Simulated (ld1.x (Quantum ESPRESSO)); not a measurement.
## What the settings do to the TM potential of Ce (Z = 58)

Base potential:

ld1.x (Quantum ESPRESSO) 7.5 input, shortened:

```
&input
   title='Ce', zed=58., rel=2, dft='PBESOL', iswitch=3,
   config='[Xe] 4f1 5d1 6s1 6p0', rel_dist='average'
 /
 &inputp
   pseudotype=2, tm=.true., lloc=2,
   nlcc=.true., rcore=1.00
 /
4
6S  1  0   1.00   0.00  2.70  2.70  0.0
6P  2  1   0.00   0.00  3.45  3.45  0.0
4F  4  3   1.00   0.00  1.40  1.40  0.0
5D  3  2   1.00   0.00  2.70  2.70  0.0
 &test
   configts(1)='4f1 5d1 6s1 6p0'
 /
```

Open shells are filled in proportion to 2j + 1 (rel_dist='average').

Cutoffs, loose and tight: the cutoffs (Ry, on a coarse ladder) from which the occupation-weighted sum of valence levels, in a spherical-Bessel basis at the reference potential, stays within 10 and 1 mRy of its value at 400 Ry. They do not see the model core or the augmentation charge, which bear on the density cutoff. Test errors are all-electron minus pseudo excitation energies from the reference, over the configurations 4f1 5d1 6s2 6p0; 4f1 5d1 6s0 6p0; 4f1 5d0 6s0 6p0; 4f0 5d2 6s1 6p0; 4f0 5d1 6s2 6p0; 4f1 5d1 6s0 6p1; 4f1 5d2 6s1 6p0. A dash means not determined; rows that change the core or the reference have their own tests. The largest error is taken over the tests solved by every variant that gives reliable tests at all: 4f1 5d0 6s0 6p0; 4f1 5d1 6s0 6p0; 4f1 5d1 6s2 6p0; 4f1 5d2 6s1 6p0.

A true bound ghost makes a file unfit for plane-wave use even where its test errors are small: the radial tests pick states by their node count and pass the ghost by. Where a test does run into it, the solver fails or the error is huge.

```csv
change,outcome,"cutoff, loose","cutoff, tight",bound ghosts,largest test error (meV)
base,generated,160 Ry,180 Ry,"s, p3/2, p1/2",-372
"all radii but the core radius scaled by about 0.76 (s 2.04, p 2.60, d 2.04, f 1.06 bohr)",failed: run_pseudo: Errors in PS-KS equation,–,–,–,–
"all radii but the core radius scaled by about 0.87 (s 2.36, p 3.02, d 2.36, f 1.22 bohr)",generated,200 Ry,230 Ry,"s, p3/2, p1/2",-412
"all radii but the core radius scaled by about 0.96 (s 2.60, p 3.32, d 2.60, f 1.34 bohr)",generated,160 Ry,200 Ry,"s, p3/2, p1/2",-380
"all radii but the core radius scaled by about 1.03 (s 2.78, p 3.56, d 2.78, f 1.44 bohr)",generated,160 Ry,180 Ry,"s, p3/2, p1/2",-364
"all radii but the core radius scaled by about 1.11 (s 3.00, p 3.84, d 3.00, f 1.56 bohr)",generated,140 Ry,160 Ry,"s, p3/2, p1/2",-342
"all radii but the core radius scaled by about 1.21 (s 3.26, p 4.16, d 3.26, f 1.68 bohr)",generated,120 Ry,140 Ry,"s, p3/2, p1/2",-318
"all radii but the core radius scaled by about 1.29 (s 3.48, p 4.44, d 3.48, f 1.80 bohr)",generated,100 Ry,120 Ry,"s, p3/2, p1/2",-307
"all radii but the core radius scaled by about 1.38 (s 3.72, p 4.74, d 3.72, f 1.92 bohr)",generated,100 Ry,110 Ry,"s, p3/2",-293
```

Reading the sweep of the scale of all radii but the core radius (base = 1) (base included, trends over the rows without a ghost): Bound ghosts are found at 0.87, 0.96, 1, 1.03, 1.11, 1.21, 1.29, 1.38. Every judged row has one, so this setting neither creates nor removes them. The generation fails at 0.76.
